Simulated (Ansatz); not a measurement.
Reaction: Si2H5Cl (chloro(silyl)silane, SMILES [SiH2]([SiH3])Cl) → Si2H4Cl (SMILES [SiH3][SiH]Cl, doublet) + H (doublet) (the H-Si bond breaks)
Each species at its own B3LYP-D3(BJ)/def2-TZVP minimum (Ansatz, a program for electronic structure).

Quantity: bond dissociation energy (electronic), in kJ/mol. UHF or UKS for unpaired electrons; spin-orbit terms are left out. CBS(X,Y): correlation extrapolated as X^-3, Hartree-Fock from the larger set. A bracket is a step between two methods taken in the basis named. Functionals run without relativity, which enters their misses. Double hybrids freeze cores in their MP2 part. '+ core + X2C': CCSD(T) terms for core correlation (cc-pwCVTZ, 1s frozen past Ne) and scalar relativity (cc-pVTZ-DK). Where a partner has so few electrons that a lower coupled-cluster level is exact, that level stands in.

CCSD(T)/CBS(cc-pV(T+d)Z,cc-pV(Q+d)Z) + [CCSDT(Q) - CCSD(T)]/cc-pV(D+d)Z + core + X2C (Ansatz) gives 391.0 kJ/mol.

**Question.** What does PBE/def2-TZVPD (Ansatz) give here, and how do the other levels compare?

**Answer.** PBE gives 361.3 kJ/mol, 29.7 kJ/mol below it. Differences of the others: r2SCAN/def2-TZVPD (Ansatz) -22.6; wB97M-V/def2-TZVPD (Ansatz) -1.7; B2PLYP/def2-TZVPD (Ansatz) -11.9; CCSD(T)/CBS(cc-pV(T+d)Z,cc-pV(Q+d)Z) + core + X2C (Ansatz) 0.4 kJ/mol. Nearer than PBE: r2SCAN/def2-TZVPD, wB97M-V/def2-TZVPD, B2PLYP/def2-TZVPD, CCSD(T)/CBS(cc-pV(T+d)Z,cc-pV(Q+d)Z) + core + X2C.
